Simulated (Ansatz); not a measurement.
GaH2(OiPr) (C3H9GaO). Total charge 0; singlet. Geometry r2SCAN-D4/def2-SVP, basis def2-TZVP, Ansatz.

```
atom   x (Å)   y (Å)   z (Å)
  C1  -0.329   0.582  -0.443
  C2  -0.554   1.022   1.000
  C3  -1.126  -0.669  -0.795
 Ga4   2.172  -0.771   0.033
  O5   1.051   0.404  -0.714
  H6   3.603  -0.633  -0.550
  H7   1.654  -1.760   1.125
  H8  -0.662   1.402  -1.110
  H9  -0.263   0.219   1.699
 H10  -1.613   1.264   1.185
 H11   0.049   1.915   1.224
 H12  -0.927  -0.968  -1.836
 H13  -0.846  -1.507  -0.132
 H14  -2.209  -0.500  -0.686
```

| run | HOMO (eV) | LUMO (eV) |
| --- | --- | --- |
| A | -6.30 | -1.93 |
| B | -7.70 | -1.15 |
| C | -7.29 | -1.51 |
| D | -6.42 | -2.20 |
| E | -6.58 | -1.66 |
| F | -9.11 | -0.27 |

HSE06 is defined as in plane-wave codes, on full-range PBE exchange. Another isomer (singlet) lies 0.46 eV lower at PBE0-D4/def2-TZVP; other spin states weren't run for this one.

**Question.** The runs used CAM-B3LYP, HSE06, LDA (SPW92), PBE, PBE0, r2SCAN. Estimate which is which.

**Answer.** A PBE (0 % exact exchange); B PBE0 (25 % exact exchange); C HSE06 (range-separated); D LDA (SPW92) (0 % exact exchange); E r2SCAN (0 % exact exchange); F CAM-B3LYP (range-separated). Exact exchange lowers occupied and raises empty levels; among semilocal functionals meta-GGAs tend to open the gap a little, and such runs are hard to tell apart. The gap grows from 4.23 eV (LDA (SPW92)) to 8.84 eV (CAM-B3LYP).
